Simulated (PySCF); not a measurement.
BF2H3O2Si. Atoms are numbered in the order given.

```xyz
9

Si    -0.8549    -0.2648    -0.2228
F     -1.0601    -1.0341     1.2089
F     -1.7261     1.1042    -0.1316
B      1.1342     0.1029    -0.2669
O      1.8807    -0.1989     0.8315
O      1.7214     0.6338    -1.3648
H     -1.4784    -1.1023    -1.2776
H      1.3582    -0.5804     1.5505
H      2.6752     0.7654    -1.2481
```

The structure is a stationary point at B3LYP-D3(BJ)/def2-SVP. This is a generated structure with no PubChem entry under its InChIKey; it may be hypothetical. The values are those of a single conformer.

All values below come from TDA-M06-2X/def2-SVPD (PySCF).

Vertical excitations. Isolated molecule, no solvent.

```csv
state,energy (eV),λ (nm),f,main pairs
S1,6.53,190,0.039,HOMO→LUMO 95 %
S2,7.51,165,0.045,"HOMO→LUMO+2 65 %, HOMO→LUMO+1 19 %"
S3,8.01,155,0.031,"HOMO→LUMO+1 74 %, HOMO→LUMO+2 12 %"
S4,8.71,142,0.087,HOMO−1→LUMO 85 %
S5,8.86,140,0.001,HOMO−1→LUMO+1 86 %
S6,8.99,138,0.065,"HOMO→LUMO+3 44 %, HOMO→LUMO+5 16 %, HOMO→LUMO+2 13 %, HOMO−2→LUMO 9 %"
S7,9.21,135,0.081,"HOMO−3→LUMO 37 %, HOMO→LUMO+4 29 %, HOMO−2→LUMO 9 %"
S8,9.24,134,0.043,"HOMO−3→LUMO 49 %, HOMO→LUMO+4 18 %, HOMO−2→LUMO 14 %"
S9,9.31,133,0.027,HOMO−1→LUMO+2 79 %
S10,9.41,132,0.055,"HOMO→LUMO+5 30 %, HOMO→LUMO+3 29 %, HOMO→LUMO+4 26 %"
T1,5.56,223,0,HOMO→LUMO 93 %
T2,7.01,177,0,"HOMO→LUMO+2 68 %, HOMO→LUMO+3 15 %"
T3,7.28,170,0,HOMO−1→LUMO 86 %
T4,7.85,158,0,HOMO→LUMO+1 86 %
```
Triplets are in the Tamm–Dancoff approximation.
